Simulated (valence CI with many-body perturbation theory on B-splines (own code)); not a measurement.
# E1 line list for Cl¹⁰⁺

Level of theory: configuration interaction combined with many-body perturbation theory (CI+MBPT): five valence electrons over a frozen Dirac-Fock core [He], radial functions for each j: 9 s, 9 p, 8 d, 6 f, 3 g, 1 h, with the one-electron correlation potential Σ1 (screened to all orders), the two-electron term Σ2, the three-electron term Σ3, Breit, model QED; selected single and double excitations, second order for the rest, scaled by the run's own slope (own B-spline code, finite nucleus).

No measured levels were compared; by estimate levels of excited configurations hold to 0.05 to 0.15 % of their energy, terms of the ground configuration to about 0.5 %. Among the levels kept, up to 2400 cm⁻¹ of a level comes from second order outside the variational space, and about a tenth of that is noise between levels of different J, which matters for small intervals.

Lines 151 to 200 of 259 in falling wavelength, among levels below 351.13 eV, chosen from the strongest by gf and those to the six lowest levels. Wavelengths and rates use the calculated energies, so an error of 400 cm⁻¹ moves a line at 42.08 Å by 0.017 % and its rate by three times that or more. Electric multipoles are in the length gauge, E1 and E2 with the static RPA response of the core. Weak lines are less certain than strong ones. Lines between different terms over intervals too small for the method are left out, as are lines whose strength nearly cancels.

Names give the largest LS component (configuration and term), which can be under half, so a name can repeat, a term be missing and a line seem to break the LS rules; names also repeat where a configuration has a term twice. Letters in brackets count levels of one name in rising energy.

```csv
λ vac (Å),Upper,Lower,A (s⁻¹),S (a.u.) with core polarisation,S without
42.08,2s2 2p2 3s 4P_3/2,2s2 2p3 2D°_5/2,2.66e+09,3.91e-04,3.89e-04
42.05,2s2 2p2 3s 4P_3/2,2s2 2p3 2D°_3/2,9.62e+08,1.41e-04,1.41e-04
41.94,2s2 2p2 3s 4P_5/2,2s2 2p3 2D°_5/2,2.59e+09,5.66e-04,5.63e-04
41.90,2s2 2p2 3s 4P_5/2,2s2 2p3 2D°_3/2,1.02e+08,2.23e-05,2.22e-05
41.66,2s2 2p2 3s 2P_1/2,2s2 2p3 2D°_3/2,3.22e+11,2.30e-02,2.29e-02
41.65,2s2 2p2 3s 2D_5/2,2s2 2p3 2P°_3/2,5.95e+10,1.27e-02,1.27e-02
41.64,2s2 2p2 3s 2D_3/2,2s2 2p3 2P°_3/2,7.72e+10,1.10e-02,1.09e-02
41.59,2s2 2p2 3s 2D_3/2,2s2 2p3 2P°_1/2,4.72e+10,6.71e-03,6.68e-03
41.53,2s2 2p2 3s 2P_3/2,2s2 2p3 2D°_5/2,2.60e+11,3.67e-02,3.65e-02
40.79,2s2 2p2 3s 2D_5/2,2s2 2p3 2D°_5/2,1.92e+11,3.87e-02,3.85e-02
40.78,2s2 2p2 3s 2D_3/2,2s2 2p3 2D°_5/2,3.63e+09,4.86e-04,4.84e-04
40.76,2s2 2p2 3s 2D_5/2,2s2 2p3 2D°_3/2,3.19e+10,6.40e-03,6.37e-03
40.75,2s2 2p2 3s 2D_3/2,2s2 2p3 2D°_3/2,1.61e+11,2.15e-02,2.14e-02
40.63,2s2 2p2 3s 4P_1/2,2s2 2p3 4S°_3/2,1.50e+11,9.94e-03,9.90e-03
40.53,2s2 2p2 3s 4P_3/2,2s2 2p3 4S°_3/2,1.51e+11,1.98e-02,1.97e-02
40.42,2s2 2p2 3s 2S_1/2,2s2 2p3 2P°_3/2,1.61e+11,1.05e-02,1.05e-02
40.39,2s2 2p2 3s 4P_5/2,2s2 2p3 4S°_3/2,1.51e+11,2.95e-02,2.94e-02
40.37,2s2 2p2 3s 2S_1/2,2s2 2p3 2P°_1/2,1.06e+11,6.88e-03,6.85e-03
40.17,2s2 2p2 3s 2P_1/2,2s2 2p3 4S°_3/2,4.37e+08,2.80e-05,2.79e-05
39.59,2s2 2p2 3s 2S_1/2,2s2 2p3 2D°_3/2,3.07e+09,1.88e-04,1.87e-04
39.33,2s2 2p2 3s 2D_5/2,2s2 2p3 4S°_3/2,6.34e+08,1.14e-04,1.14e-04
38.85,2s2 2p2 3d 4F_3/2,2s2 2p3 2P°_3/2,2.10e+09,2.44e-04,2.44e-04
38.81,2s2 2p2 3d 4F_3/2,2s2 2p3 2P°_1/2,4.59e+08,5.29e-05,5.30e-05
38.63,2s2 2p2 3d 2P_3/2,2s2 2p3 2P°_3/2,2.32e+11,2.64e-02,2.64e-02
38.60,2s2 2p2 3d 4D_1/2,2s2 2p3 2P°_3/2,4.21e+10,2.39e-03,2.40e-03
38.59,2s2 2p2 3d 2P_3/2,2s2 2p3 2P°_1/2,6.99e+10,7.93e-03,7.94e-03
38.56,2s2 2p2 3d 4D_1/2,2s2 2p3 2P°_1/2,7.46e+10,4.22e-03,4.23e-03
38.53,2s2 2p2 3d 4D_3/2,2s2 2p3 2P°_3/2,1.41e+11,1.59e-02,1.59e-02
38.48,2s2 2p2 3d 4D_3/2,2s2 2p3 2P°_1/2,4.94e+10,5.56e-03,5.57e-03
38.43,2s2 2p2 3d 2F_5/2 [a],2s2 2p3 2P°_3/2,6.16e+09,1.03e-03,1.04e-03
38.43,2s2 2p2 3d 2P_1/2 [a],2s2 2p3 2P°_3/2,2.43e+11,1.36e-02,1.36e-02
38.38,2s2 2p2 3d 2P_1/2 [a],2s2 2p3 2P°_1/2,4.56e+11,2.55e-02,2.55e-02
38.31,2s2 2p2 3d 4P_5/2,2s2 2p3 2P°_3/2,1.33e+09,2.21e-04,2.21e-04
38.26,2s2 2p2 3d 4P_3/2,2s2 2p3 2P°_3/2,2.25e+08,2.49e-05,2.50e-05
38.23,2s2 2p2 3d 4P_1/2,2s2 2p3 2P°_3/2,4.12e+08,2.27e-05,2.28e-05
38.21,2s2 2p2 3d 4P_3/2,2s2 2p3 2P°_1/2,5.53e+08,6.09e-05,6.09e-05
38.08,2s2 2p2 3d 4F_3/2,2s2 2p3 2D°_3/2,1.21e+10,1.32e-03,1.32e-03
38.06,2s2 2p2 3d 4F_5/2,2s2 2p3 2D°_5/2,3.96e+09,6.47e-04,6.48e-04
38.03,2s2 2p2 3d 4F_5/2,2s2 2p3 2D°_3/2,7.43e+09,1.21e-03,1.21e-03
38.00,2s2 2p2 3d 4F_7/2,2s2 2p3 2D°_5/2,8.26e+09,1.79e-03,1.79e-03
37.89,2s2 2p2 3d 2P_3/2,2s2 2p3 2D°_5/2,1.08e+11,1.16e-02,1.16e-02
37.87,2s2 2p2 3d 2P_3/2,2s2 2p3 2D°_3/2,8.80e+10,9.43e-03,9.45e-03
37.84,2s2 2p2 3d 4D_1/2,2s2 2p3 2D°_3/2,2.30e+10,1.23e-03,1.23e-03
37.83,2s2 2p2 3d 2D_3/2 [a],2s2 2p3 2P°_3/2,2.85e+11,3.05e-02,3.05e-02
37.83,2s2 2p2 3d 4D_5/2,2s2 2p3 2D°_5/2,4.93e+08,7.91e-05,7.93e-05
37.80,2s2 2p2 3d 2D_5/2 [a],2s2 2p3 2P°_3/2,4.56e+11,7.29e-02,7.30e-02
37.80,2s2 2p2 3d 4D_5/2,2s2 2p3 2D°_3/2,2.41e+10,3.86e-03,3.87e-03
37.80,2s2 2p2 3d 4D_3/2,2s2 2p3 2D°_5/2,4.57e+10,4.87e-03,4.88e-03
37.79,2s2 2p2 3d 2D_3/2 [a],2s2 2p3 2P°_1/2,7.28e+11,7.75e-02,7.76e-02
37.78,2s2 2p2 3d 4D_7/2,2s2 2p3 2D°_5/2,1.04e+10,2.21e-03,2.21e-03
```
